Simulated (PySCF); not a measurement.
**Ar(2+) (argon, charge +2) across methods**

[Ne] 3s2 3p3 4s1, high-spin 5S determinant (an excited configuration). All numbers are calculated (PySCF 2.14, no relativity, point nucleus, in aug-cc-pV(T+d)Z with one added diffuse shell each of s, p, d, f type (7s6p5d3f, 71 functions)). The B2PLYP total includes its PT2 part (frozen core); its orbital energies are those of the SCF part.

```json
{"method": "MN15", "E (hartree)": "-525.0410", "mean ε 3s β (eV)": "-55.732", "mean ε 3p α (eV)": "-45.957", "mean ε 4s α (eV)": "-17.094", "Σ⟨r²⟩ (bohr²)": "25.10", "⟨S²⟩": "6.000"}
{"method": "r2SCAN", "E (hartree)": "-525.1051", "mean ε 3s β (eV)": "-53.778", "mean ε 3p α (eV)": "-43.991", "mean ε 4s α (eV)": "-16.269", "Σ⟨r²⟩ (bohr²)": "25.44", "⟨S²⟩": "6.000"}
{"method": "UHF", "E (hartree)": "-524.53833", "mean ε 3s β (eV)": "-58.818", "mean ε 3p α (eV)": "-50.775", "mean ε 4s α (eV)": "-18.461", "Σ⟨r²⟩ (bohr²)": "25.77", "⟨S²⟩": "6.000"}
{"method": "LDA", "E (hartree)": "-523.5319", "mean ε 3s β (eV)": "-53.859", "mean ε 3p α (eV)": "-42.991", "mean ε 4s α (eV)": "-16.469", "Σ⟨r²⟩ (bohr²)": "25.01", "⟨S²⟩": "6.000"}
{"method": "BHandHLYP", "E (hartree)": "-525.1622", "mean ε 3s β (eV)": "-57.292", "mean ε 3p α (eV)": "-46.980", "mean ε 4s α (eV)": "-17.383", "Σ⟨r²⟩ (bohr²)": "25.31", "⟨S²⟩": "6.000"}
{"method": "PBE", "E (hartree)": "-524.9546", "mean ε 3s β (eV)": "-53.591", "mean ε 3p α (eV)": "-43.076", "mean ε 4s α (eV)": "-16.264", "Σ⟨r²⟩ (bohr²)": "25.10", "⟨S²⟩": "6.000"}
{"method": "PBE0", "E (hartree)": "-524.9925", "mean ε 3s β (eV)": "-55.348", "mean ε 3p α (eV)": "-45.220", "mean ε 4s α (eV)": "-16.905", "Σ⟨r²⟩ (bohr²)": "25.21", "⟨S²⟩": "6.000"}
{"method": "B2PLYP", "E (hartree)": "-525.0326", "mean ε 3s β (eV)": "-56.983", "mean ε 3p α (eV)": "-47.113", "mean ε 4s α (eV)": "-17.421", "Σ⟨r²⟩ (bohr²)": "25.38", "⟨S²⟩": "6.000"}
```

Q: Estimate the same row for r2SCANh.

A: E (hartree) = -525.1067; mean ε 3s β (eV) = -54.429; mean ε 3p α (eV) = -44.730; mean ε 4s α (eV) = -16.526; Σ⟨r²⟩ (bohr²) = 25.43; ⟨S²⟩ = 6.000.

The outer electron is Rydberg-like, and this basis confines it to a smaller radius and binds it less than a complete one would.
